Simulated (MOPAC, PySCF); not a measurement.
[Rh(Cl)3], neutral singlet in the gas phase. 

Z-matrix (Å, degrees):
```
Rh
Cl 1 2.2005
Cl 1 2.2008 2 109.60
Cl 1 2.2008 2 109.55 3 120.20
```
Charge 0, multiplicity 1.

All levels are single points at this geometry (BP86-D3(BJ)/def2-SVP); Pople sets use spherical d functions. Orbital energies aren't observables, and empty levels follow the basis.

B3LYP-D3(BJ)/def2-TZVP in PySCF gives dipole (D) = 1.59.

Problem. Estimate the dipole (D) from each of these levels: PBE-D3(BJ)/def2-TZVP in PySCF; TPSSh-D3(BJ)/def2-TZVP in PySCF; B3LYP/6-311+G** (LANL2DZ on Rh) in PySCF; B3LYP/6-31G* (LANL2DZ on Rh) in PySCF; B3LYP/LANL2DZ in PySCF; BP86/6-31G* (LANL2DZ on Rh) in PySCF; M06-2X/6-31G* (LANL2DZ on Rh) in PySCF; PBE/6-31G* (LANL2DZ on Rh) in PySCF; SVWN5/6-31G* (LANL2DZ on Rh) in PySCF; HF/6-31G* (LANL2DZ on Rh) in PySCF; PM6 in MOPAC; PM7 in MOPAC.

Solution. 
```tsv
level	dipole (D)
PBE-D3(BJ)/def2-TZVP in PySCF	1.21
TPSSh-D3(BJ)/def2-TZVP in PySCF	1.65
B3LYP/6-311+G** (LANL2DZ on Rh) in PySCF	1.70
B3LYP/6-31G* (LANL2DZ on Rh) in PySCF	1.68
B3LYP/LANL2DZ in PySCF	1.92
BP86/6-31G* (LANL2DZ on Rh) in PySCF	1.25
M06-2X/6-31G* (LANL2DZ on Rh) in PySCF	1.97
PBE/6-31G* (LANL2DZ on Rh) in PySCF	1.28
SVWN5/6-31G* (LANL2DZ on Rh) in PySCF	1.06
HF/6-31G* (LANL2DZ on Rh) in PySCF	3.34
PM6 in MOPAC	4.29
PM7 in MOPAC	2.02
```
